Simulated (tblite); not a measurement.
C6H12FGeN.
SMILES with atom numbers: `[CH3:1][CH2:2][CH2:3][C@@H:4]([F:5])[CH2:6][GeH2:7][C:8]#[N:9]` (hydrogens: H10, H11, H12 on C1; H13, H14 on C2; H15, H16 on C3; H17 on C4; H18, H19 on C6; H20, H21 on Ge7)

Computed with GFN2-xTB (tblite), gas phase: L-BFGS steps from a force-field or distance-geometry start until the largest atomic force falls under 0.01 eV/Å.

The end geometry, which sets the zero of energy:
```
atom  x, y, z in Å
C1     -3.4060    0.3046   -0.4166
C2     -1.9647    0.7631   -0.2375
C3     -0.9934   -0.4165   -0.2570
C4      0.4450    0.0216   -0.0319
F5      0.5635    0.5627    1.2536
C6      1.4620   -1.1032   -0.1195
Ge7     3.0830   -0.5278    0.8668
C8      3.5462    1.2138    0.2207
N9      3.8091    2.2466   -0.1976
H10    -4.0809    1.1561   -0.3876
H11    -3.5307   -0.2007   -1.3720
H12    -3.6898   -0.3850    0.3753
H13    -1.7021    1.4607   -1.0360
H14    -1.8616    1.2901    0.7127
H15    -1.0471   -0.9307   -1.2190
H16    -1.2674   -1.1277    0.5259
H17     0.7160    0.8439   -0.7056
H18     1.0587   -2.0088    0.3367
H19     1.6852   -1.3268   -1.1620
H20     4.2686   -1.4001    0.5568
H21     2.8977   -0.4190    2.3449
```

Task: These geometries come from the run, each turned onto the end geometry. Order them by energy, lowest first.
A.
```
atom  x, y, z in Å
C1     -3.4160    0.3213   -0.5074
C2     -2.0013    0.7171   -0.1067
C3     -1.0114   -0.4405   -0.2450
C4      0.4192    0.0104    0.0139
F5      0.5136    0.5480    1.3001
C6      1.4590   -1.0939   -0.0623
Ge7     3.0987   -0.4666    0.8600
C8      3.6531    1.1731    0.0346
N9      3.9816    2.1473   -0.4685
H10    -4.0968    1.1542   -0.3480
H11    -3.4560    0.0425   -1.5583
H12    -3.7637   -0.5223    0.0847
H13    -1.6673    1.5474   -0.7321
H14    -1.9976    1.0606    0.9287
H15    -1.0550   -0.8535   -1.2550
H16    -1.2721   -1.2327    0.4604
H17     0.6871    0.8380   -0.6543
H18     1.0870   -1.9910    0.4364
H19     1.6609   -1.3480   -1.1026
H20     4.2452   -1.4175    0.6587
H21     2.9231   -0.1771    2.3137
```
B.
```
atom  x, y, z in Å
C1     -3.3938    0.2817   -0.6483
C2     -2.0432    0.7255   -0.0747
C3     -0.9910   -0.3839   -0.2248
C4      0.3694    0.0558    0.3156
F5      0.2622    0.3145    1.6832
C6      1.4211   -1.0297    0.0993
Ge7     3.1845   -0.4399    0.7374
C8      3.7399    1.1050   -0.2716
N9      4.0619    2.0019   -0.8644
H10    -4.1249    1.0900   -0.5188
H11    -3.2966    0.0542   -1.7197
H12    -3.7584   -0.6096   -0.1162
H13    -1.7115    1.6346   -0.5985
H14    -2.1687    0.9702    0.9877
H15    -0.8844   -0.6258   -1.2946
H16    -1.3278   -1.2846    0.3200
H17     0.6906    0.9933   -0.1803
H18     1.1491   -1.9466    0.6442
H19     1.5020   -1.2587   -0.9710
H20     4.2088   -1.5653    0.5257
H21     3.1021   -0.0655    2.2211
```
C.
```
atom  x, y, z in Å
C1     -3.4045    0.2926   -0.4528
C2     -1.9818    0.7578   -0.1677
C3     -0.9898   -0.4006   -0.2594
C4      0.4490    0.0367   -0.0344
F5      0.5683    0.6075    1.2375
C6      1.4534   -1.1017   -0.0888
Ge7     3.0861   -0.5176    0.8712
C8      3.5776    1.1836    0.1454
N9      3.8511    2.1963   -0.3135
H10    -4.1000    1.1219   -0.3537
H11    -3.4825   -0.1035   -1.4638
H12    -3.7023   -0.4883    0.2437
H13    -1.7027    1.5315   -0.8866
H14    -1.9287    1.1932    0.8322
H15    -1.0501   -0.8633   -1.2469
H16    -1.2455   -1.1558    0.4871
H17     0.7312    0.8382   -0.7282
H18     1.0420   -1.9832    0.4057
H19     1.6652   -1.3672   -1.1240
H20     4.2526   -1.4300    0.6064
H21     2.9026   -0.3312    2.3417
```
D.
```
atom  x, y, z in Å
C1     -3.3953    0.2892   -0.6419
C2     -2.0529    0.7247   -0.0729
C3     -1.0053   -0.3742   -0.2240
C4      0.3689    0.0421    0.2790
F5      0.3294    0.2934    1.6465
C6      1.4188   -1.0354    0.0713
Ge7     3.1698   -0.4547    0.7865
C8      3.7342    1.0751   -0.2257
N9      4.0504    1.9810   -0.8507
H10    -4.1338    1.0780   -0.5265
H11    -3.3033    0.0586   -1.7013
H12    -3.7605   -0.5973   -0.1279
H13    -1.7081    1.6218   -0.5902
H14    -2.1578    0.9701    0.9839
H15    -0.9003   -0.6363   -1.2782
H16    -1.3253   -1.2680    0.3159
H17     0.6745    0.9933   -0.1762
H18     1.1028   -1.9351    0.6040
H19     1.4939   -1.2810   -0.9889
H20     4.2283   -1.4968    0.5474
H21     3.1629   -0.0316    2.2209
```
E.
```
atom  x, y, z in Å
C1     -3.3898    0.3135   -0.5933
C2     -2.0245    0.7174   -0.0524
C3     -1.0074   -0.4125   -0.2061
C4      0.4018    0.0240    0.1618
F5      0.4407    0.3937    1.5071
C6      1.4505   -1.0586   -0.0215
Ge7     3.1247   -0.4557    0.8458
C8      3.6720    1.0877   -0.1469
N9      3.9587    1.9958   -0.7831
H10    -4.1057    1.1200   -0.4596
H11    -3.3251    0.0830   -1.6546
H12    -3.7643   -0.5651   -0.0744
H13    -1.6693    1.5990   -0.5907
H14    -2.1087    0.9852    1.0020
H15    -0.9904   -0.7517   -1.2438
H16    -1.2963   -1.2557    0.4254
H17     0.6800    0.9342   -0.3858
H18     1.1020   -1.9863    0.4332
H19     1.6138   -1.2458   -1.0831
H20     4.2385   -1.4549    0.6946
H21     2.9901   -0.0503    2.2763
```

Result: C (0.004 eV), A (0.012 eV), E (0.025 eV), D (0.046 eV), B (0.176 eV).

In the order of the answer:

| step | E above end (eV) | largest force (eV/Å) | rms force component (eV/Å) | rms distance from end (Å) | rms bond change (Å) | bond most changed (Å) |
| --- | --- | --- | --- | --- | --- | --- |
| 96 | 0.004 | 0.03 | 0.009 | 0.090 | 0.000 | C6–Ge7 -0.001 |
| 65 | 0.012 | 0.08 | 0.015 | 0.189 | 0.001 | Ge7–C8 +0.003 |
| 42 | 0.025 | 0.04 | 0.012 | 0.318 | 0.001 | C4–F5 -0.004 |
| 14 | 0.046 | 0.06 | 0.022 | 0.395 | 0.003 | C4–F5 -0.009 |
| 1 | 0.176 | 3.22 | 0.600 | 0.405 | 0.016 | Ge7–H21 +0.039 |

What follows is the cost of the whole relaxation. The run took 0.83 s of wall time on one thread of an Arm Neoverse V2, no GPU, shared host.
